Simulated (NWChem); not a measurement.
Species: SbH$_{2}$ cation

```xyz
3

Sb     0.0000     0.0000    -0.0466
H      0.0000     1.2213     1.1874
H      0.0000    -1.2213     1.1874
```
Atoms are numbered in this order, from 1.

All runs: NWChem. All runs use the structure optimised with PBE-D3(BJ)/def2-SVP. def2 effective core potentials on Sb; no spin-orbit coupling. B3LYP is NWChem's, with the RPA form of VWN correlation. Vertical excitations in the gas phase; the lowest state need not have the same character in each row.

### Question
Order these by “lowest excitation, singlet (eV)”, lowest first: PBE/def2-SVPD, full TDDFT; LRC-wPBEh/def2-SVPD, full TDDFT; Hartree-Fock/def2-SVPD, TDHF.

### Answer
PBE/def2-SVPD, full TDDFT (2.40), LRC-wPBEh/def2-SVPD, full TDDFT (2.45), Hartree-Fock/def2-SVPD, TDHF (2.65)
